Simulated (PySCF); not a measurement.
Compound: C₄H₅BF₂.
SMILES with atom numbers: `[F:1][B:2]([F:3])[C:4]1=[CH:5][CH2:6][CH2:7]1` (hydrogens: H8 on C5; H9, H10 on C6; H11, H12 on C7)

The closed-shell SCF was solved with PySCF and density fitting under several settings on one GFN2-xTB geometry (grid level 2 and gas phase unless stated).

```
                      settings  basis functions  SCF cycles     E (Eh)  HOMO (eV)  LUMO (eV)  dipole (D)
                 PBE0/pcSseg-1              144          13  -379.6015      -7.87      -1.38        2.66
                PBE0/def2-SVPD              186          13  -379.3738      -7.89      -1.44        2.69
PBE0/pcSseg-1, start guess sap              144          15  -379.6015      -7.87      -1.38        2.66
```

Task: Estimate the row for these settings: PBE0/6-31G, energy threshold 1e-08 Eh, level shift 0.2 Eh.

Result: 
```tsv
settings	basis functions	SCF cycles	E (Eh)	HOMO (eV)	LUMO (eV)	dipole (D)
PBE0/6-31G, energy threshold 1e-08 Eh, level shift 0.2 Eh	73	9	-379.5376	-7.74	-1.22	2.98
```

Task: Over all rows, what range does the HOMO–LUMO gap span?

Result: From 6.45 eV (PBE0/def2-SVPD) to 6.52 eV (PBE0/6-31G, energy threshold 1e-08 Eh, level shift 0.2 Eh).

Task: And the dipole moment?

Result: From 2.66 D to 2.98 D; the largest is 1.12 times the smallest, and the median is 2.67 D.

Task: Compare two rows with the functional PBE0: PBE0/pcSseg-1, start guess sap and PBE0/def2-SVPD. Which energy is lower, and by how much?

Result: PBE0/pcSseg-1, start guess sap (144 functions) lies 0.2277 Eh or 143 kcal/mol below PBE0/def2-SVPD (186 functions). The smaller set gives the lower energy; the two sets aren't nested, so the variational bound doesn't order them by size.

Cycle counts include a coarse-grid stage where the run had one.

Conformer computed: `[F:1][B:2]([F:3])[C:4]1=[CH:5][CH2:6][CH2:7]1`: F1–B2–C4–C5 0°.
